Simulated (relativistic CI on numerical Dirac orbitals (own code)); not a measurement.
Computed by Dirac-Coulomb-Breit CI, separate exchange-only KLI orbitals for each configuration, a model potential for QED, unscaled Slater integrals (own radial code, finite nucleus).

CI space (outside the closed core 1s2): 2s²2p⁶, 2s²2p⁵3s, 2s²2p⁵3p, 2s²2p⁵3d, 2s2p⁶3s, 2s2p⁶3p, 2s2p⁶3d, 2s²2p⁵4s, 2s²2p⁵4p, 2s²2p⁵4d, 2s²2p⁵4f, 2s2p⁶4s, 2s2p⁶4p, 2s²2p⁴3s², 2s2p⁶4d, 2s2p⁶4f, 2s²2p⁵5s, 2s²2p⁴3s3p, 2s²2p⁵5p, 2s²2p⁵5d, 2s²2p⁵5f, 2s²2p⁵5g, 2s²2p⁴3p², 2s²2p⁴3s3d, 2s²2p⁴3p3d, 2s2p⁵3s², 2s²2p⁴3d², 2s2p⁵3s3p, 2s2p⁶5s, 2s2p⁵3p², 2s2p⁵3s3d, 2s2p⁶5p, 2s2p⁶5d, 2s2p⁶5f, 2s2p⁶5g, 2s2p⁵3p3d. Levels of other configurations are missing.

At this charge energies of transitions that change n are usually good to better than 1 %, and those within a shell (Δn = 0) to a few per cent.

Outline of the computed level scheme of In XL. Lowest level of each configuration: 2s²2p⁶ ¹S0 at 0.00 eV; 2s²2p⁵3s ³P°2 at 3385.32 eV; 2s²2p⁵3p ³P1 at 3465.93 eV; 2s²2p⁵3d ³P°0 at 3617.70 eV; 2s2p⁶3s ³S1 at 3876.98 eV; 2s2p⁶3p ³P°0 at 3958.46 eV; 2s2p⁶3d ³D1 at 4113.57 eV; 2s²2p⁵4s ³P°2 at 4629.84 eV; 2s²2p⁵4p ³P1 at 4663.32 eV.

Some strong electric-dipole decays among the lowest 45 levels: 2s²2p⁵3d ¹P°1 → 2s²2p⁶ ¹S0 (4.0e+14 s⁻¹); 2s²2p⁵3d ³D°1 → 2s²2p⁶ ¹S0 (3.2e+14 s⁻¹); 2s2p⁶3p ¹P°1 → 2s²2p⁶ ¹S0 (7.5e+13 s⁻¹); 2s2p⁶3p ³P°1 → 2s²2p⁶ ¹S0 (2.7e+13 s⁻¹); 2s²2p⁵3s ¹P°1 → 2s²2p⁶ ¹S0 (2.3e+13 s⁻¹); 2s²2p⁵3s ³P°1 → 2s²2p⁶ ¹S0 (2.3e+13 s⁻¹); 2s²2p⁵4s ¹P°1 → 2s²2p⁶ ¹S0 (7.8e+12 s⁻¹); 2s²2p⁵4p ³P1 → 2s²2p⁵3s ³P°2 (7.5e+12 s⁻¹).

LS names give the leading component of a level, which can be under half, so a name can repeat, a term be missing and a line seem to break the LS rules.
